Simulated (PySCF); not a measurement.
Species: C₃H₆NPSi.
Numbering: `[CH2:1]=[C:2]([C:3]#[N:4])[SiH2:5][PH2:6]` (hydrogens: H7, H8 on C1; H9, H10 on Si5; H11, H12 on P6)

Computed with PySCF 2.14.0, PBE0-D3(BJ)/def2-SVP geometry optimisation, gas phase.

**Question.** List the bond lengths, angles and torsions at this level.

**Answer.** 
```csv
bond,length (bohr)
C1=C2,2.542
C2–C3,2.702
C3≡N4,2.194
C2–Si5,3.579
Si5–P6,4.278
C1–H7,2.068
C1–H8,2.067
"Si5–H9, Si5–H10",2.821
"P6–H11, P6–H12",2.702
```

Bonds in one row agree within 0.02 bohr and their mean is given. A selection of angles:
```csv
angle,degrees
C2–C1–H7,121.8
C2–C1–H8,120.8
H7–C1–H8,117.3
C1–C2–C3,120.9
C1–C2–Si5,122.6
C3–C2–Si5,116.5
C2–C3–N4,176.1
C2–Si5–P6,107.4
C2–Si5–H9,107.0
C2–Si5–H10,109.0
P6–Si5–H9,110.0
P6–Si5–H10,113.3
H9–Si5–H10,110.0
Si5–P6–H11,93.4
Si5–P6–H12,92.3
H11–P6–H12,93.6
```

Torsions: C1–C2–Si5–P6 115° (anticlinal). The mirror-image conformer, all signs reversed, is as good.

P6 (three-coordinate phosphorus) is pyramidal (angles 93.6°, 93.4° and 92.3°, sum 279.4°, 0.87 Å off the plane of its three neighbours). Si5 (SiH2 silicon) is distorted tetrahedral (angles from 107.0° to 113.3°). The C–C distances run from 1.345 Å (C1=C2, drawn double) to 1.430 Å (C2–C3, drawn single), a spread of 0.085 Å.

Point group: C1 (no symmetry element, even within 0.4 Å). Whether it is a minimum is left open (no frequencies). The numbers are those of one conformer (C1–C2–Si5–P6 115°, C2–Si5–P6–H 161° and 67°).
